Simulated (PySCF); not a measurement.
Ga(Me)2(iPr), SMILES C[CH](C)[Ga]([CH3])[CH3] (C₅H₁₃Ga), singlet, GFN2-xTB optimised geometry.

```
19

Ga     0.16    -0.70     0.00
C      2.21    -0.70     0.00
H      2.62    -0.02    -0.76
H      2.59    -1.70    -0.20
H      2.61    -0.38     0.97
C     -0.86    -2.49    -0.01
H     -1.87    -2.39     0.40
H     -0.32    -3.23     0.59
H     -0.94    -2.88    -1.02
C     -0.90     1.10     0.00
C     -1.96     1.08    -1.11
C      0.05     2.28    -0.17
H     -1.43     1.22     0.96
H     -2.58     1.98    -1.08
H     -1.49     1.02    -2.09
H     -2.62     0.21    -0.99
H      0.80     2.28     0.63
H     -0.48     3.23    -0.13
H      0.57     2.22    -1.13
```

Density from CAM-B3LYP/def2-SVP (PySCF 2.14.0) at that geometry.

Minimum of the electron density along straight lines between bonded atoms, close to the bond critical point (lines longer than 1.1 times the sum of covalent radii, or with two minima, are not listed):

```csv
bond,length / Å,ρ at the minimum / e bohr⁻³,∇²ρ there / e bohr⁻⁵,position (fraction from the first atom)
Ga1–C2,2.054,0.100,0.12,0.47
C2–H3,1.093,0.268,-0.95,0.63
C2–H4,1.093,0.268,-0.96,0.63
C2–H5,1.093,0.267,-0.94,0.63
Ga1–C6,2.055,0.100,0.12,0.47
C6–H7,1.093,0.268,-0.96,0.63
C6–H8,1.093,0.268,-0.95,0.63
C6–H9,1.094,0.266,-0.94,0.62
Ga1–C10,2.087,0.098,0.09,0.46
C10–C11,1.532,0.241,-0.54,0.50
C10–C12,1.529,0.243,-0.55,0.50
C10–H13,1.101,0.268,-0.93,0.62
C11–H14,1.092,0.274,-1.00,0.62
C11–H15,1.092,0.274,-0.99,0.62
C11–H16,1.092,0.274,-1.00,0.63
C12–H17,1.092,0.274,-1.00,0.62
C12–H18,1.092,0.274,-1.00,0.62
C12–H19,1.092,0.274,-1.00,0.62
```
